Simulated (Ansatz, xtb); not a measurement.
# Relative energy of two isomers of F2H3SiSn

Structure X: `F[Si](F)[SnH3]`, a doublet. Structure Y: `F[SiH2][SnH][F]`, a doublet. Both are isolated molecules in the gas phase, relaxed with PBE0-D3(BJ)/def2-SVP; the shapes shown needn't be the lowest conformers.

X (Å):

```tsv
atom	x (Å)	y (Å)	z (Å)
F	-2.5816	1.1094	-1.2213
F	-0.3901	0.0079	-2.0240
Si	-1.1664	0.5095	-0.6831
Sn	0.2018	2.5126	0.3032
H	-0.6386	3.1140	1.6671
H	0.3860	3.7489	-0.8686
H	1.7347	1.9261	0.7872
```

Y (Å):

| atom | x (Å) | y (Å) | z (Å) |
| --- | --- | --- | --- |
| F | 2.6494 | 0.4661 | 1.1575 |
| F | -1.0504 | -2.1029 | -0.7984 |
| Si | 2.0739 | -0.8650 | 0.4126 |
| Sn | -0.4288 | -0.3659 | -0.1426 |
| H | 2.9056 | -1.1153 | -0.8014 |
| H | 2.1633 | -2.0172 | 1.3524 |
| H | -0.6871 | 0.6664 | -1.5180 |

**Question.** Estimate E(Y) − E(X) at the level CCSD(T)/def2-SVP + ΔMP2/def2-TZVPP.

**Answer.** Calculated at CCSD(T)/def2-SVP + ΔMP2/def2-TZVPP: E(Y) − E(X) = +0.276 eV, so structure X lies lower.

The same difference at several levels:

```
                             level              geometry  E(Y) − E(X) (eV)  departure from the last row (eV)  job, with rough time for the two
                          GFN2-xTB              GFN2-xTB              −0.780                            −1.055              optimisation, 0.25 s
                         HF/STO-3G              GFN2-xTB              +1.518                            +1.242               single point, 1.2 s
                r2SCAN-D4/def2-SVP              GFN2-xTB              +0.321                            +0.045               single point, 2.6 s
              PBE0-D3(BJ)/def2-SVP  PBE0-D3(BJ)/def2-SVP              +0.221                            −0.055                optimisation, 55 s
                       HF/def2-SVP  PBE0-D3(BJ)/def2-SVP              +0.095                            −0.181           part of the CCSD(T) run
                      MP2/def2-SVP  PBE0-D3(BJ)/def2-SVP              +0.128                            −0.148           part of the CCSD(T) run
                  CCSD(T)/def2-SVP  PBE0-D3(BJ)/def2-SVP              +0.146                            −0.130                      single point
CCSD(T)/def2-SVP + ΔMP2/def2-TZVPP  PBE0-D3(BJ)/def2-SVP              +0.276                                                  single point, 31 s
```

As drawn, Y has 1 F–Sn, 2 Si–H in place of 1 F–Si, 2 Sn–H.

GFN2-xTB puts the two in the other order. The largest departure from CCSD(T)/def2-SVP + ΔMP2/def2-TZVPP is that of HF/STO-3G, 1.242 eV. The last row adds to CCSD(T) the change of the MP2 difference between the two basis sets, here +0.130 eV, a large step that makes the value less sure.

With harmonic frequencies from PBE0-D3(BJ)/def2-SVP (ideal gas, rigid rotor, one conformer each, 298.15 K, 1 atm): on the last row, ΔE + ΔZPE = +0.335 eV. A mode under 50 cm⁻¹ makes harmonic enthalpies and free energies unreliable, so none is given.

Open shells are spin-unrestricted. The correlated steps freeze 11 core orbitals; the filled d shell of Sn is correlated, in a basis made for valence electrons. Atoms past krypton carry core potentials in the def2 sets, other sets are all-electron and non-relativistic, and no spin–orbit term is included. Run with Ansatz 0.2.0, xtb 6.7.1; the last row on 2 threads of Intel(R) Xeon(R) 6975P-C (Granite Rapids) on a shared host.
